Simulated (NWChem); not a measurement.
# C₂H₃BrF₂; SMILES C(Br)C(F)F

```xyz
8

F     -1.2897     1.5590     0.0772
C     -0.0080     1.4137    -0.3021
F      0.6457     2.5628    -0.0141
C      0.6548     0.2989     0.4717
Br    -0.1085    -1.4185     0.0456
H      0.0220     1.2531    -1.3941
H      0.5266     0.4774     1.5474
H      1.7234     0.2622     0.2275
```
Atoms are numbered in this order, from 1.

Results from NWChem. Pople sets run with spherical d functions. All runs use the structure optimised with PBE0/def2-SVP. Level: PBE/6-31G* with COSMO at NWChem's default radii, gas-phase geometry; rows give the dielectric constant.

| dielectric constant | electrostatic solvation energy (kcal/mol) | dipole in solution (D) |
|---|---|---|
| 1.5 | -1.1 | 1.43 |
| 11.7 | -3.3 | 1.69 |
| 37.5 | -3.5 | 1.73 |
| 46.7 | -3.5 | 1.73 |
| 78.4 | -3.5 | 1.73 |
